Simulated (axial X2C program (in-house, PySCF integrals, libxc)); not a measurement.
**Excited states of HfP⁻ by EOM-EE-CCSD**

Calculated with an in-house all-electron X2C program for linear molecules (integrals from PySCF): two-component X2C with atomic mean-field Coulomb and Gaunt terms, Gaussian nuclei, basis Hf dyall-acv3z, P dyall-av3z with contracted cores.

R = 2.212 Å (near the PBE0 minimum at charge -1 of the determinant lowest at the starting distance; the state shown can have its own minimum elsewhere).

Hartree–Fock spinors of HfP⁻ (one of each Kramers pair; a window near the gap, which can cut inner shells):

```csv
ω,occupied,ε (eV),character
1/2,yes,-27.08,100% Hf f
1/2,yes,-13.38,"61% P s, 14% Hf d, 11% Hf p"
1/2,yes,-3.67,"60% P p, 18% Hf s, 10% Hf d"
1/2,yes,-2.73,"52% P p, 30% Hf d, 9% Hf p"
3/2,yes,-2.63,"53% P p, 32% Hf d, 8% Hf p"
1/2,yes,-2.09,"42% Hf s, 23% Hf d, 14% P p"
1/2,no,2.06,"95% Hf p, 3% Hf s"
3/2,no,2.15,99% Hf p
1/2,no,2.15,99% Hf p
1/2,no,2.89,"90% Hf s, 5% Hf p"
1/2,no,3.61,"68% Hf d, 22% Hf p, 9% P p"
3/2,no,3.63,"70% Hf d, 20% Hf p, 9% P p"
```

Vertical excitation energies from the closed-shell determinant state of HfP⁻:

```json
{"Ω": "0⁻", "excitation (eV)": "1.097", "cm⁻¹": "8848", "hole of the leading pair": "39% Hf sσ, 24% Hf dσ, 14% P pσ", "particle of the leading pair": "48% Hf pπ, 32% Hf dπ, 6% Hf dσ", "weight of the pair (for Ω = 0 its time-reversed partner can hold as much again)": "0.47", "singles weight": "0.95"}
{"Ω": "0⁺", "excitation (eV)": "1.136", "cm⁻¹": "9163", "hole of the leading pair": "40% Hf sσ, 24% Hf dσ, 14% P pσ", "particle of the leading pair": "53% Hf pπ, 35% Hf dπ, 6% P pπ", "weight of the pair (for Ω = 0 its time-reversed partner can hold as much again)": "0.47", "singles weight": "0.95"}
{"Ω": "1", "excitation (eV)": "1.187", "cm⁻¹": "9571", "hole of the leading pair": "36% Hf sσ, 26% Hf dσ, 16% P pσ", "particle of the leading pair": "44% Hf pπ, 30% Hf dπ, 10% Hf dσ", "weight of the pair (for Ω = 0 its time-reversed partner can hold as much again)": "0.67", "singles weight": "0.95"}
{"Ω": "2", "excitation (eV)": "1.329", "cm⁻¹": "10717", "hole of the leading pair": "40% Hf sσ, 24% Hf dσ, 14% P pσ", "particle of the leading pair": "56% Hf pπ, 34% Hf dπ, 7% P pπ", "weight of the pair (for Ω = 0 its time-reversed partner can hold as much again)": "0.94", "singles weight": "0.95"}
{"Ω": "1", "excitation (eV)": "1.500", "cm⁻¹": "12098", "hole of the leading pair": "33% Hf sσ, 27% Hf dσ, 19% P pσ", "particle of the leading pair": "40% Hf dσ, 36% Hf pσ, 11% Hf sσ", "weight of the pair (for Ω = 0 its time-reversed partner can hold as much again)": "0.76", "singles weight": "0.94"}
{"Ω": "0⁻", "excitation (eV)": "1.529", "cm⁻¹": "12329", "hole of the leading pair": "34% Hf sσ, 27% Hf dσ, 18% P pσ", "particle of the leading pair": "35% Hf dσ, 32% Hf pσ, 11% Hf sσ", "weight of the pair (for Ω = 0 its time-reversed partner can hold as much again)": "0.47", "singles weight": "0.95"}
{"Ω": "1", "excitation (eV)": "1.743", "cm⁻¹": "14058", "hole of the leading pair": "27% Hf dσ, 24% P pσ, 21% Hf sσ", "particle of the leading pair": "54% Hf pπ, 32% Hf dπ, 7% P pπ", "weight of the pair (for Ω = 0 its time-reversed partner can hold as much again)": "0.36", "singles weight": "0.89"}
{"Ω": "0⁺", "excitation (eV)": "1.828", "cm⁻¹": "14740", "hole of the leading pair": "26% Hf dσ, 25% P pσ, 17% Hf sσ", "particle of the leading pair": "41% Hf pσ, 40% Hf dσ, 8% Hf sσ", "weight of the pair (for Ω = 0 its time-reversed partner can hold as much again)": "0.39", "singles weight": "0.91"}
{"Ω": "1", "excitation (eV)": "1.861", "cm⁻¹": "15007", "hole of the leading pair": "53% P pπ, 32% Hf dπ, 8% Hf pπ", "particle of the leading pair": "45% Hf pπ, 33% Hf dπ, 7% Hf dσ", "weight of the pair (for Ω = 0 its time-reversed partner can hold as much again)": "0.59", "singles weight": "0.90"}
{"Ω": "0⁻", "excitation (eV)": "1.881", "cm⁻¹": "15175", "hole of the leading pair": "51% P pπ, 30% Hf dπ, 9% Hf pπ", "particle of the leading pair": "40% Hf pπ, 31% Hf dπ, 10% Hf dσ", "weight of the pair (for Ω = 0 its time-reversed partner can hold as much again)": "0.32", "singles weight": "0.91"}
{"Ω": "2", "excitation (eV)": "1.890", "cm⁻¹": "15247", "hole of the leading pair": "53% P pπ, 32% Hf dπ, 8% Hf pπ", "particle of the leading pair": "33% Hf pπ, 22% Hf dπ, 18% Hf dσ", "weight of the pair (for Ω = 0 its time-reversed partner can hold as much again)": "0.85", "singles weight": "0.90"}
```

This point took 3.7 min on 1 thread of Arm Neoverse N1, with other jobs on the host.

Reference electrons by ω block (each with its −ω partner): 1/2: 27, 3/2: 12, 5/2: 4, 7/2: 1. 18 electrons of HfP⁻ correlated (inner shells frozen), 84 natural virtual spinors (a truncated set); levels can be off by some tenths of an eV. Roots sought by Ω: (0: 5, 1: 4, 2: 3, 3: 1); rows need 60 % singles weight and stop where some Ω has no more roots. Missing are any skipped roots, higher Ω and states of a further excitation; these come out far too high here and may in truth be low or lowest. T1 of the reference 0.037 (Lee–Taylor). The highest Hartree–Fock level of the anion lies at -2.09 eV; relaxation, partly offset by correlation, puts the detachment threshold some tenths of an eV to over one eV lower in magnitude, and states above it are held by the basis set and are not bound. Number of frozen shells: Hf 4 s, 3 p, 2 d, 1 f; P 2 s, 1 p. Large amplitudes in the reference (orbital relaxation or multireference character) lower the reliability.
